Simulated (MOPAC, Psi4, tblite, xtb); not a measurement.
Intermolecular potential of HBr ··· Br2 (SMILES Br and BrBr). Monomers: optimised at B3LYP-D3(BJ) (def2-TZVP), held rigid. Orientation: lowest of the rigid-body minima from ten starts at GFN2-xTB (searched outside a hard wall at short contacts). Only R, the distance of the centres of mass, is varied, so the lowest point isn't the relaxed dimer. The shortest distances reach bonding range, where SAPT0 and rigid monomers are unreliable.

Methods: GFN2-xTB (tblite); GFN1-xTB (xtb); PM6, restricted, heats of formation (MOPAC); wB97X-D/def2-TZVP, counterpoise-corrected (Psi4).

Interaction energies in kJ/mol; the last columns give the difference from wB97X-D:

```csv
R / Å,GFN2-xTB,GFN1-xTB,PM6,wB97X-D/def2-TZVP,GFN2-xTB − wB97X-D/def2-TZVP,GFN1-xTB − wB97X-D/def2-TZVP,PM6 − wB97X-D/def2-TZVP
3.94,5.78,-6.27,-38.88,21.57,-15.79,-27.84,-60.45
4.14,-12.26,-12.14,-36.12,4.41,-16.67,-16.54,-40.53
4.33,-15.90,-11.20,-26.44,-2.90,-13.01,-8.30,-23.55
4.56,-13.48,-7.81,-15.67,-5.73,-7.75,-2.08,-9.94
4.71,-11.02,-5.77,-11.44,-5.92,-5.10,0.15,-5.52
4.99,-7.34,-3.23,-7.15,-5.12,-2.22,1.90,-2.02
5.31,-4.96,-1.90,-4.19,-3.92,-1.04,2.02,-0.28
5.85,-2.99,-1.14,-1.55,-2.37,-0.62,1.23,0.82
6.55,-1.66,-0.69,-0.55,-1.13,-0.53,0.44,0.58
7.52,-0.75,-0.31,-0.20,-0.41,-0.33,0.11,0.21
8.80,-0.30,-0.10,-0.07,-0.15,-0.15,0.04,0.08
```

GFN2-xTB is furthest from wB97X-D/def2-TZVP at 4.14 (-16.67 kJ/mol, below); its mean absolute difference over the points is 5.75 kJ/mol.

GFN1-xTB is furthest from wB97X-D/def2-TZVP at 3.94 (-27.84 kJ/mol, below); its mean absolute difference over the points is 5.51 kJ/mol.

PM6 is furthest from wB97X-D/def2-TZVP at 3.94 (-60.45 kJ/mol, below); its mean absolute difference over the points is 13.09 kJ/mol.
